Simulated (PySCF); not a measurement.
PySCF 2.14 output of an unrestricted PBEsol calculation on a single atom or ion in def2-QZVPPD (8s5p4d2f1g, 66 functions), with no relativity, point nucleus:

```
SCF conv_tol = 1e-09
number electrons alpha = 5  beta = 5
    J. P. Perdew, A. Ruzsinszky, G. I. Csonka, O. A. Vydrov, G. E. Scuseria, L. A. Constantin, X. Zhou, and K. Burke.,  Phys. Rev. Lett. 100, 136406 (2008)
    J. P. Perdew, A. Ruzsinszky, G. I. Csonka, O. A. Vydrov, G. E. Scuseria, L. A. Constantin, X. Zhou, and K. Burke.,  Phys. Rev. Lett. 100, 136406 (2008)
cycle= 1 E= -128.523347636771  delta_E= -0.00789  |g|= 0.0773  |ddm|= 0.104
cycle= 2 E= -128.52195133812  delta_E= 0.0014  |g|= 0.117  |ddm|= 0.0544
cycle= 3 E= -128.524849541959  delta_E= -0.0029  |g|= 0.00529  |ddm|= 0.0288
cycle= 4 E= -128.524856755978  delta_E= -7.21e-06  |g|= 0.000342  |ddm|= 0.00176
cycle= 5 E= -128.524856783552  delta_E= -2.76e-08  |g|= 1.58e-06  |ddm|= 9.75e-05
cycle= 6 E= -128.524856783553  delta_E= -3.98e-13  |g|= 8.77e-09  |ddm|= 4.33e-07
converged SCF energy = -128.524856783553  <S^2> = 0  2S+1 = 1
```

The run itself started from symmetry-adapted Hartree-Fock orbitals and held the occupation by maximum overlap, on a logarithmic radial grid, so the iterations belong to that start.

**Question.** Which element, charge and spin multiplicity is this?

**Answer.** Ne (neon, neutral), multiplicity 1; the state was [Ne], closed-shell 1S.
